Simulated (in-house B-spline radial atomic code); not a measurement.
A fraction x of an electron is removed from 3d in the zinc ion Zn³⁺, starting from [Ar] 3d9 and keeping the highest spin. Method: non-relativistic OLYP, spin-polarised, spherical fractional occupations, point nucleus. Calculated with a B-spline radial code for spherical atoms.

| x | E(x) - E(0) (eV) | 3d down level (eV) |
| --- | --- | --- |
| 0 | 0.0000 | -50.608 |
| 0.02 | 1.0163 | -51.024 |
| 0.16 | 8.3653 | -53.969 |
| 0.36 | 19.5863 | -58.258 |
| 0.49 | 27.3439 | -61.097 |
| 0.5 | 27.9560 | -61.317 |
| 0.52 | 29.1868 | -61.758 |
| 0.71 | 41.3216 | -65.991 |
| 0.8 | 47.3522 | -68.025 |
| 0.96 | 58.5281 | -71.684 |
| 1 | 61.4139 | -72.608 |

The exact functional would give a straight line between the two integer points. Deviations E(x) - E(0) - x[E(1) - E(0)], in eV: -0.212 at x = 0.02, -1.461 at x = 0.16, -2.523 at x = 0.36, -2.749 at x = 0.49, -2.751 at x = 0.5, -2.748 at x = 0.52, -2.282 at x = 0.71, -1.779 at x = 0.8, -0.429 at x = 0.96.

The curve lies below the straight line by up to 2.751 eV (at x = 0.5): convex, the delocalisation error that favours fractional charges.

(1) How well does Slater's transition state (minus the level at half occupation) give the ionisation energy?

Answers

(1) It gives 61.317 eV against 61.414 eV from the two total energies; NIST lists 59.57 eV, ground level to ground level.
